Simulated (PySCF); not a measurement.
Two-dimensional NMR puzzle

Compound of formula C$_{6}$H$_{14}$Si$_{3}$. Correlations simulated from computed shifts and the bond graph:

HSQC (one-bond C–H):
```tsv
δH	δC
5.82	126.2
5.69	125.8
5.55	125.8
2.06	23.2
```

COSY cross peaks (H two or three bonds apart, from the bond graph; peaks can be absent where the dihedral angle is near 90°):
```tsv
δH	δH
5.82	4.81
5.69	5.55
```

HMBC (two and three bonds, from the bond graph):
```tsv
δH	δC
5.82	176.1, 148.1, 8.2
5.69	176.1, 148.1, 23.2
5.55	176.1, 148.1, 23.2
4.81	176.1, 126.2, 8.2
4.20	176.1, 8.2
2.06	176.1, 148.1, 125.8
```

Carbons without hydrogens: δ 176.1, 148.1, 8.2.

- geometry from GFN2-xTB
- GIAO PBE0/pcSseg-1 shieldings
- code: PySCF 2.14
- single conformer, fast rotation and ring inversion assumed for equivalent nuclei, gas phase, no relativistic terms

δ = σ(ref) − σ, references computed at the same level: $^{1}$H, $^{13}$C against TMS.

Exchangeable hydrogens are left out of these lists.

Q: Assemble the structure.

A: SMILES C=C(C)C1=C[SiH2]C1([SiH3])[SiH3].

Atoms are numbered as in `[CH2:1]=[C:2]([CH3:3])[C:4]1=[CH:5][SiH2:6][C:7]1([SiH3:8])[SiH3:9]`. Hydrogens are named by the atom that carries them. Ha(C1) is cis to C3; Hb(C1) is trans to C3.

- δC 176.1 is C4, a fully substituted alkene carbon.
- δC 148.1 is C2, a fully substituted alkene carbon.
- δC 126.2 is C5, an alkene CH (δH 5.82).
- δC 125.8 is C1, a terminal =CH2 carbon (δH 5.69, 5.55).
- δC 23.2 is C3, an allylic methyl carbon (δH 2.06).
- δC 8.2 is C7, an allylic fully substituted sp3 carbon bonded to 3 Si.
- HMBC from δH 5.82 reaches the proton-free carbons C4, C2, C7.
- HMBC from δH 5.69 reaches the proton-free carbons C4, C2.
- HMBC from δH 5.55 reaches the proton-free carbons C4, C2.
- HMBC from δH 4.81 reaches the proton-free carbons C4, C7.
- COSY links 5.82–4.81, 5.69–5.55.

The data come from this structure; uniqueness wasn't tested.

Shifts are as computed. Against solution values, carbons near 30 ppm lie about +3 ppm off and those near 130 ppm about +5 ppm. Of 1211 compounds with measured shifts, 218 miss one by over three times the rms of a fit or turn the order of signals round; such compounds aren't used in these exercises.
